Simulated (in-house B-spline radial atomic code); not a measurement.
Checks on a self-consistent run for the boron ion B³⁺, 1s1 3p1. Level of theory: Dirac-Hartree-Fock, average of configuration, Fermi nucleus of rms radius 2.406 fm; calculated with an all-electron radial atomic-structure program (B-spline basis).

```csv
orbital,q,ε (Eh),<1/r>,<r²>,small-component weight
1s1/2,1,-12.06339,4.99796,0.120337,0.00033222
3p1/2,0.33333,-0.90176,0.454328,10.9087,2.4724e-05
3p3/2,0.66667,-0.90161,0.454174,10.9126,2.4719e-05
```

Electron-electron repulsion V_ee = 0.4408 hartree.

Q: What total energy follows from the eigenvalues?

A: The eigenvalues count the repulsion twice, so E = Σqε - V_ee = -12.965 - 0.441 = -13.406 hartree; the run printed -13.406.

Q: Does the Dirac virial theorem hold?

A: For a point nucleus E = -2c²Σq·w, with w the small-component weight. Here Σq·w = 0.00035694 and c = 137.0360, so the ratio E/(-2c²Σq·w) is 1.000000.

Q: What diamagnetic shielding (Lamb formula) and susceptibility (Langevin formula) do the radii give?

A: σ = (α²/3)Σq<1/r> = 5.45218/(3·137.036²) = 96.779 ppm, and χ = -0.79199×10⁻⁶·Σq<r²> = -8.737×10⁻⁶ cm³/mol with Σq<r²> = 11.032 bohr². Both are non-relativistic formulas without the paramagnetism of open shells.
